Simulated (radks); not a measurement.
Ho4+, configuration [Xe] 4f9. Method: Dirac Kohn-Sham, PBE, spin-unpolarised, spherical densities, point nucleus; open shells are shared between the two j in proportion to 2j + 1; computed with a radial shooting solver on a logarithmic mesh with Libxc functionals. Some entries of the table are withheld. Estimate them.

orbital     occ.  eigenvalue (hartree)  <r^2> (bohr^2)
1s1/2          2             -2039.242       0.0005880
2s1/2          2             -342.5860        0.009109
2p1/2          2                   (1)        0.006582
2p3/2          4                   (2)        0.007805
3s1/2          2             -78.13274         0.06029
3p1/2          2             -70.93813         0.05589
3p3/2          4             -64.36226         0.06279
3d3/2          4             -52.03976         0.04963
3d5/2          6             -50.60376         0.05154
4s1/2          2             -17.06029          0.3025
4p1/2          2             -14.20093          0.3161
4p3/2          4             -12.71489          0.3535
4d3/2          4              -8.00571          0.3979
4d5/2          6              -7.73401          0.4123
5s1/2          2              -3.56866           1.681
5p1/2          2                   (3)             (4)
5p3/2          4                   (5)             (6)
4f5/2    3.85714                   (7)          0.6911
4f7/2    5.14286                   (8)          0.7095

Answer. 
(1) 2p1/2 eigenvalue (hartree): -326.1233
(2) 2p3/2 eigenvalue (hartree): -294.6341
(3) 5p1/2 eigenvalue (hartree): -2.74350
(4) 5p1/2 <r^2> (bohr^2): 2.043
(5) 5p3/2 eigenvalue (hartree): -2.52158
(6) 5p3/2 <r^2> (bohr^2): 2.299
(7) 4f5/2 eigenvalue (hartree): -2.06516
(8) 4f7/2 eigenvalue (hartree): -2.02404
